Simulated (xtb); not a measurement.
xtb job for Cl2GeH, SMILES [Cl][GeH][Cl], multiplicity 2, GFN2-xTB. 

```
$ xtb mol.xyz --gfn 2 --sp --chrg 0 --uhf 1 --json
$ cat mol.xyz
4

Cl     0.02161756    -0.65960420     1.70575897
Ge    -0.06755685     0.65900871    -0.00000000
Cl     0.02161756    -0.65960420    -1.70575897
H      1.42682212     1.33826407    -0.00000000
```

Output:

```
[banner left out]
          |                Calculation Setup                |
           -------------------------------------------------



           -------------------------------------------------
          |                 G F N 2 - x T B                 |
           -------------------------------------------------

        Reference                      10.1021/acs.jctc.8b01176
      * Hamiltonian:
        H0-scaling (s, p, d)           1.850000    2.230000    2.230000
        zeta-weighting                 0.500000
      * Dispersion:
        s8                             2.700000
        a1                             0.520000
        a2                             5.000000
        s9                             5.000000
      * Repulsion:
        kExp                           1.500000    1.000000
        rExp                           1.000000
      * Coulomb:
        alpha                          2.000000
        third order                    shell-resolved
        anisotropic                    true
        a3                             3.000000
        a5                             4.000000
        cn-shift                       1.200000
        cn-exp                         4.000000
        max-rad                        5.000000


          ...................................................
          :                      SETUP                      :
          :.................................................:
          :  # basis functions                  31          :
          :  # atomic orbitals                  28          :
          :  # shells                           10          :
          :  # electrons                        19          :
          :  max. iterations                   250          :
          :  Hamiltonian                  GFN2-xTB          :
          :  restarted?                      false          :
          :  GBSA solvation                  false          :
          :  PC potential                    false          :
          :  electronic temp.          300.0000000     K    :
          :  accuracy                    1.0000000          :
          :  -> integral cutoff          0.2500000E+02      :
          :  -> integral neglect         0.1000000E-07      :
          :  -> SCF convergence          0.1000000E-05 Eh   :
          :  -> wf. convergence          0.1000000E-03 e    :
          :  Broyden damping             0.4000000          :
          :  net charge                          0          :
          :  unpaired electrons                  1          :
          ...................................................

 iter      E             dE          RMSdq      gap      omega  full diag
   1    -11.3779969 -0.113780E+02  0.115E+01    4.94       0.0  T
   2    -11.3792901 -0.129319E-02  0.112E+01    6.01       1.0  T
   3    -11.6124010 -0.233111E+00  0.366E+00    5.66       1.0  T
   4    -11.5949272  0.174738E-01  0.360E+00    5.48       1.0  T
   5    -11.6128413 -0.179141E-01  0.112E+00    5.63       1.0  T
   6    -11.6140913 -0.124998E-02  0.267E-01    5.69       1.0  T
   7    -11.6141839 -0.926436E-04  0.813E-02    5.69       1.0  T
   8    -11.6141973 -0.133209E-04  0.303E-02    5.68       1.6  T
   9    -11.6141981 -0.790478E-06  0.115E-02    5.68       4.4  T
  10    -11.6141982 -0.150318E-06  0.642E-03    5.68       7.8  T
  11    -11.6141982 -0.377005E-07  0.111E-03    5.68      45.1  T
  12    -11.6141982 -0.104681E-08  0.622E-04    5.68      80.4  T
  13    -11.6141983 -0.328784E-09  0.345E-04    5.68     144.9  T

   *** convergence criteria satisfied after 13 iterations ***

         #    Occupation            Energy/Eh            Energy/eV
      -------------------------------------------------------------
         1        2.0000           -1.0615953             -28.8875
       ...           ...                  ...                  ...
         4        2.0000           -0.4775580             -12.9950
         5        2.0000           -0.4733014             -12.8792
         6        2.0000           -0.4594888             -12.5033
         7        2.0000           -0.4476657             -12.1816
         8        2.0000           -0.4417600             -12.0209
         9        2.0000           -0.4389006             -11.9431
        10        1.0000           -0.3820603             -10.3964 (HOMO)
        11                         -0.1732392              -4.7141 (LUMO)
        12                         -0.1607743              -4.3749
        13                         -0.1011775              -2.7532
        14                          0.0039357               0.1071
        15                          0.0044046               0.1199
       ...                                ...                  ...
        28                          0.9883090              26.8933
      -------------------------------------------------------------
                  HL-Gap            0.2088211 Eh            5.6823 eV
             Fermi-level           -0.3440529 Eh           -9.3622 eV

 SCC (total)                   0 d,  0 h,  0 min,  0.005 sec
 SCC setup                      ...        0 min,  0.000 sec (  3.192%)
 Dispersion                     ...        0 min,  0.000 sec (  0.684%)
 classical contributions        ...        0 min,  0.000 sec (  0.534%)
 integral evaluation            ...        0 min,  0.001 sec ( 16.092%)
 iterations                     ...        0 min,  0.003 sec ( 55.954%)
 molecular gradient             ...        0 min,  0.001 sec ( 21.524%)
 printout                       ...        0 min,  0.000 sec (  1.814%)

         :::::::::::::::::::::::::::::::::::::::::::::::::::::
         ::                     SUMMARY                     ::
         :::::::::::::::::::::::::::::::::::::::::::::::::::::
         :: total energy             -11.608441483212 Eh    ::
         :: gradient norm              0.000114253029 Eh/a0 ::
         :: HOMO-LUMO gap              5.682311074396 eV    ::
         ::.................................................::
         :: SCC energy               -11.614197930776 Eh    ::
         :: -> isotropic ES           -0.008776689192 Eh    ::
         :: -> anisotropic ES          0.000674798100 Eh    ::
         :: -> anisotropic XC          0.000499513419 Eh    ::
         :: -> dispersion             -0.002861744854 Eh    ::
         :: repulsion energy           0.005756447564 Eh    ::
         :: add. restraining           0.000000000000 Eh    ::
         :: total charge               0.000000000000 e     ::
         :::::::::::::::::::::::::::::::::::::::::::::::::::::

           -------------------------------------------------
          |                Property Printout                |
           -------------------------------------------------

    * Orbital Energies and Occupations

         #    Occupation            Energy/Eh            Energy/eV
      -------------------------------------------------------------
         1        2.0000           -1.0615953             -28.8875
         2        2.0000           -1.0602004             -28.8495
         3        2.0000           -0.6465290             -17.5929
         4        2.0000           -0.4775580             -12.9950
         5        2.0000           -0.4733014             -12.8792
         6        2.0000           -0.4594888             -12.5033
         7        2.0000           -0.4476657             -12.1816
         8        2.0000           -0.4417600             -12.0209
         9        2.0000           -0.4389006             -11.9431
        10        1.0000           -0.3820603             -10.3964 (HOMO)
        11                         -0.1732392              -4.7141 (LUMO)
Note: The following floating-point exceptions are signalling: IEEE_UNDERFLOW_FLAG IEEE_DENORMAL
normal termination of xtb
        12                         -0.1607743              -4.3749
        13                         -0.1011775              -2.7532
        14                          0.0039357               0.1071
        15                          0.0044046               0.1199
        16                          0.0090105               0.2452
        17                          0.0090911               0.2474
        18                          0.0104839               0.2853
        19                          0.0105175               0.2862
        20                          0.0105708               0.2876
        21                          0.0135604               0.3690
       ...                                ...                  ...
        28                          0.9883090              26.8933
      -------------------------------------------------------------
                  HL-Gap            0.2088211 Eh            5.6823 eV
             Fermi-level           -0.3440529 Eh           -9.3622 eV

     #   Z          covCN         q      C6AA      α(0)
     1  17 Cl       0.815    -0.143   103.538    15.566
     2  32 Ge       2.495     0.292   217.903    29.041
     3  17 Cl       0.815    -0.143   103.538    15.566
     4   1 H        0.868    -0.005     3.164     2.786

 Mol. C6AA /au·bohr⁶  :       1344.378487
 Mol. C8AA /au·bohr⁸  :      77015.595156
 Mol. α(0) /au        :         62.958941


Wiberg/Mayer (AO) data.
largest (>0.10) Wiberg bond orders for each atom

 ---------------------------------------------------------------------------
     #   Z sym  total        # sym  WBO       # sym  WBO       # sym  WBO
 ---------------------------------------------------------------------------
     1  17 Cl   1.369 --     2 Ge   1.189
     2  32 Ge   3.132 --     1 Cl   1.189     3 Cl   1.189     4 H    0.753
     3  17 Cl   1.369 --     2 Ge   1.189
     4   1 H    0.952 --     2 Ge   0.753
 ---------------------------------------------------------------------------

Topologies differ in total number of bonds
Writing topology from bond orders to xtbtopo.mol

molecular dipole:
                 x           y           z       tot (Debye)
 q only:       -0.062       0.709       0.000
   full:       -0.033       0.649       0.000       1.652
molecular quadrupole (traceless):
                xx          xy          yy          xz          yz          zz
 q only:        1.471      -0.099       1.482       0.000      -0.000      -2.953
  q+dip:        1.879      -0.087       1.658       0.000       0.000      -3.537
   full:        2.308      -0.637       1.744       0.000       0.000      -4.052


           -------------------------------------------------
          | TOTAL ENERGY              -11.608441483212 Eh   |
          | GRADIENT NORM               0.000114253029 Eh/α |
          | HOMO-LUMO GAP               5.682311074396 eV   |
           -------------------------------------------------

------------------------------------------------------------------------
------------------------------------------------------------------------
 total:
 SCF:
```

Self-consistency was reached.

Cost: roughly 0.05 core-seconds.
